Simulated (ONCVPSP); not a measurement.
Ranking ONCV potentials for S

All share these settings but for the change named:

```json
{
  "Element": "S (Z = 16)",
  "Generator": "ONCVPSP 4.0.1",
  "Type": "optimised norm-conserving Vanderbilt (ONCV)",
  "Functional": "PBE",
  "Relativity": "scalar-relativistic",
  "Frozen core": "[He]",
  "Valence charge": "14",
  "Reference configuration": "2s2 2p6 3s2 3p3 (charge +1)",
  "Partial waves": "2s+3s: rc 0.40 bohr, ncon 4, nbas 8, qcut 35.3 1/bohr, 2 projectors; 2p+3p: rc 0.70 bohr, ncon 4, nbas 8, qcut 15.9 1/bohr, 2 projectors",
  "Local potential": "polynomial inside 0.30 bohr (lpopt 5, dvloc0 1 Ha)",
  "Core correction": "Teter function, fcfact 3.5, rcfact 1.05"
}
```

Test errors are all-electron minus pseudo excitation energies from the reference, over 2s2 2p6 3s2 3p4; 2s2 2p6 3s2 3p2; 2s2 2p6 3s2 3p1; 2s2 2p6 3s1 3p5. None of these files shows a bound ghost.

The base gives 5.3 meV.

Of 7 variants that were run, those that failed, showed a ghost or another fault, or gave nearly equal values are left out.

A variant can come out equal or close to the base, since the largest error may sit in a test that the change hardly touches while other tests move.

Question: Rank these variants by their largest absolute test error, smallest first.
A. p: rc 0.8
B. p: rc 0.56
C. p: rc 0.5
D. p: rc 1

Answer: C (2.7 meV), B (3.9 meV), D (4.8 meV), A (5.6 meV).
